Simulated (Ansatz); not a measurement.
Consider the substitution at a C–C bond: `CC1=NCO1` + `[NH2][Al]([NH2])[OH]` → `C[NH][Al]([NH2])[OH]` + `C1=NCO1`.

Program: Ansatz. Geometries: PBE0-D4/def2-TZVP. ΔE: electronic, gas phase. CBS: MP2 limit from def2 TZ/QZ plus the TZ coupled-cluster correction, frozen cores. This one scheme is used for every species. Functionals use def2-TZVPP. B3LYP here is the variant with VWN-RPA as its local correlation; programs differ in this. One conformer a species, not always the lowest.

`CC1=NCO1`:

Cartesian coordinates in Å:
```
C -1.404 0.754 0.218
C -0.164 -0.008 0.007
N 0.087 -1.242 -0.238
C 1.479 -0.816 -0.233
O 1.074 0.561 0.047
H -1.396 1.222 1.205
H -2.258 0.084 0.138
H -1.490 1.548 -0.528
H 2.084 -1.218 0.581
H 1.987 -0.885 -1.197
```

`[NH2][Al]([NH2])[OH]`:

Cartesian coordinates in Å:
```
N 1.538 -0.495 0.573
Al 0.087 0.106 -0.230
N -1.509 -0.064 0.511
O 0.308 0.850 -1.740
H 1.569 -0.957 1.465
H 2.462 -0.416 0.184
H -1.686 -0.495 1.402
H -2.373 0.255 0.105
H -0.395 1.216 -2.270
```

`C[NH][Al]([NH2])[OH]`:

```xyz
12

C    -1.337    0.695   -1.118
N     0.079    0.606   -0.835
Al    0.873   -0.274    0.480
N    -0.061   -1.191    1.661
O     2.561   -0.282    0.669
H    -1.595    0.294   -2.106
H    -1.714    1.724   -1.068
H    -1.904    0.115   -0.385
H     0.628    1.129   -1.499
H    -1.062   -1.280    1.688
H     0.357   -1.705    2.419
H     3.174    0.169    0.094
```

`C1=NCO1`:

Cartesian coordinates in Å:
```
C -0.299 -0.203 -0.971
N -0.198 0.956 -0.443
C 0.224 0.212 0.739
O 0.067 -1.055 0.016
H -0.595 -0.543 -1.959
H -0.462 0.265 1.585
H 1.263 0.366 1.033
```

```
             level  ΔE (kcal/mol)
            PBE-D4           19.6
         r2SCAN-D4           20.8
          B3LYP-D4           19.6
           ωB97X-V           19.8
           ωB97M-V           20.3
SCS-MP2/def2-TZVPP           19.6
      HF/CBS(def2)           20.4
    CCSD/CBS(def2)           20.3
```

Task: What does CCSD(T)/CBS give? (An estimate is asked.)

Result: Computed: +20.2 kcal/mol. The listed levels differ from it by -0.6, 0.6, -0.6, -0.4, 0.1, -0.6, 0.2, 0.1 kcal/mol.

Largest T1 diagnostic among the species: 0.015.
